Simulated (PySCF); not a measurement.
CH8FNSi2. Atoms are numbered in the order given.

```xyz
13

Si    -1.6149    -0.1364     0.3191
F     -2.8326    -0.2750    -0.7562
C      0.0104    -0.0694    -0.5797
Si     1.5021     0.3555     0.4843
N      2.9426    -0.1452    -0.3383
H     -1.8573     1.1122     1.0974
H     -1.6764    -1.3237     1.2176
H      0.1967    -1.0501    -1.0502
H     -0.0708     0.6775    -1.3891
H      1.4715    -0.3916     1.7800
H      1.4081     1.8178     0.8174
H      3.1373     0.2225    -1.2637
H      3.8026    -0.2247     0.1939
```

Coordinates come from a PBE0-D3(BJ)/def2-SVP optimisation. This is a generated structure with no PubChem entry under its InChIKey; it may be hypothetical. The values are those of a single conformer.

Computed with PBE/def2-TZVP (PySCF).

Q: Estimate the frontier levels, gap, dipole moment and polarisability. (Estimate from the structure and the level; the computed values follow.)

A: 
```json
{
  "highest_occupied_level": "-6.14 eV",
  "lowest_empty_level": "-0.84 eV",
  "orbital_gap": "5.30 eV",
  "dipole_moment": "2.70 D",
  "quadrupole, principal values (traceless, Buckingham form, about the centre of nuclear charge)": "-4.47, -2.35, 6.83 D·Å",
  "mean_static_polarisability": "72.6 bohr³ (10.76 Å³)",
  "polarisability_principal_values": "64.8, 67.5, 85.5 bohr³"
}
```
